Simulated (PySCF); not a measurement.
## TDDFT excited states: F6O3Sn3

Species: cyclo-(F2SnO)3.
Bonds: Sn1–F2, Sn1–F3, Sn1–O4, Sn1–O12, O4–Sn5, Sn5–F6, Sn5–F7, Sn5–O8, O8–Sn9, Sn9–F10, Sn9–F11, Sn9–O12.

Method used: TDDFT PBE0/def2-SVPD, vertical, gas phase, core orbitals frozen in the response, def2 core potentials past Kr (PySCF). Geometry: PBE0-D3(BJ)/def2-SVP, one conformer, isolated molecule. Spin–orbit coupling is left out.

Predict the UV-vis stick spectrum at this level.

```json
{"state": "S1", "λ (nm)": "252.7", "E (eV)": "4.91", "f": "0.0021", "main configurations (H = HOMO, L = LUMO)": "H-2→L (65%), H-1/H→L (≥31%)"}
{"state": "S2", "λ (nm)": "252.3", "E (eV)": "4.91", "f": "0.0021", "main configurations (H = HOMO, L = LUMO)": "H-3→L (68%), H-1/H→L (≥28%)"}
{"state": "S3", "λ (nm)": "239.7", "E (eV)": "5.17", "f": "0.084", "main configurations (H = HOMO, L = LUMO)": "H-1/H→L (≥67%), H-3→L (19%)"}
{"state": "S4", "λ (nm)": "239.5", "E (eV)": "5.18", "f": "0.085", "main configurations (H = HOMO, L = LUMO)": "H-1/H→L (≥64%), H-2→L (23%)"}
{"state": "S5", "λ (nm)": "233.5", "E (eV)": "5.31", "f": "0.062", "main configurations (H = HOMO, L = LUMO)": "H-4→L (91%)"}
{"state": "S6", "λ (nm)": "203.7", "E (eV)": "6.09", "f": "0.0000", "main configurations (H = HOMO, L = LUMO)": "H-5→L (91%)"}
{"state": "S7", "λ (nm)": "196.5", "E (eV)": "6.31", "f": "0.0000", "main configurations (H = HOMO, L = LUMO)": "H-11→L (37%), H-6→L (15%), H-1/H→L+1 (≥15%)"}
{"state": "S8", "λ (nm)": "195.7", "E (eV)": "6.33", "f": "0.0000", "main configurations (H = HOMO, L = LUMO)": "H-1/H→L+1 (≥33%), H-2→L+1 (18%), H-7→L (12%)"}
{"state": "S9", "λ (nm)": "195.4", "E (eV)": "6.35", "f": "0.0004", "main configurations (H = HOMO, L = LUMO)": "H-1/H→L+2 (≥27%), H-3→L+2 (20%), H-7→L (14%)"}
```

Triplets, Tamm–Dancoff:

| state | E (eV) | λ (nm) | main configurations (H = HOMO, L = LUMO) |
| --- | --- | --- | --- |
| T1 | 4.44 | 279.1 | H-1/H→L (≥90%) |
| T2 | 4.44 | 279.0 | H-1/H→L (≥90%) |
| T3 | 4.55 | 272.2 | H-2→L (86%) |
| T4 | 4.56 | 272.0 | H-3→L (86%) |

The lowest singlet level (S1/S2) comes at 253 nm (473 kJ/mol) in the ultraviolet; it is very weak. The strongest level in the table is S3/S4 at 5.17 eV (240 nm, f = 0.169 summed). S1/S2 and S3/S4 lie within about 0.01 eV of each other in each set. Löwdin shares by element: HOMO (one of a set within 0.03 eV) oxygen 87% or more; LUMO tin 38%, oxygen 10% or more (atoms not listed hold the other 52%). Weighted by f, the mean energy of these states is 5.21 eV. Of the 9 states listed, 3 reach f = 0.01 and 4 stay under 0.0005. The listed states span 1.44 eV, and the widest gap between neighbours is 0.78 eV (S5 to S6). Orbitals of the list HOMO-3 to LUMO+2 that lie within 0.01 eV of each other are written together with a slash and their weights summed (≥ marks a lower bound); for degenerate orbitals outside that list single weights are arbitrary. The window holds the lowest 10 singlets. The highest level found (6.36 eV, f 0.0001 so far) is left out, since the window may have cut off a degenerate partner.

Time: 29 min of wall time (grids of density and orbitals included); peak memory 1.6 GiB. Hardware: one thread, Intel Xeon at 2.50 GHz (x86_64), no GPU, shared host with 64 logical CPUs at a one-minute load of 57.
